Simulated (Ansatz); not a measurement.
Basis sets compared for (CdTe)2 ring (Cd₂Te₂). Charge 0, multiplicity 1. Geometry r2SCAN-D4/def2-SVP. Ansatz on 4 threads of Arm Neoverse V2 on a shared host; times are rough, and most runs start from earlier orbitals.

```
atom   x (Å)   y (Å)   z (Å)
 Cd1  -0.531   0.488   1.228
 Te2   1.272  -1.574   1.176
 Cd3   0.531  -0.488  -1.228
 Te4  -1.272   1.574  -1.176
```

In the def2 sets Cd, Te take a core potential; there is no spin–orbit coupling.

Binding counts from free atoms (Cd singlet, Te triplet) in the same basis, without a counterpoise term.

| level | functions | energy (Eh) | HOMO (eV) | LUMO (eV) | binding per atom (eV) | wall time |
| --- | --- | --- | --- | --- | --- | --- |
| PBE-D4/def2-SVP | 114 | -871.6024 | -4.98 | -3.81 | 1.24 | 1.4 s |
| PBE0-D4/def2-SVP | 114 | -871.6191 | -5.89 | -3.20 | 1.22 | 2.5 s |

Question: Estimate the rows for PBE-D4/def2-TZVP, PBE0-D4/def2-TZVP (with forces).

Answer: 
| level | functions | energy (Eh) | HOMO (eV) | LUMO (eV) | binding per atom (eV) | wall time |
| --- | --- | --- | --- | --- | --- | --- |
| PBE-D4/def2-TZVP | 180 | -871.7065 | -5.05 | -3.82 | 1.24 | 2.2 s |
| PBE0-D4/def2-TZVP (with forces) | 180 | -871.7193 | -5.94 | -3.18 | 1.23 | 5.5 s |
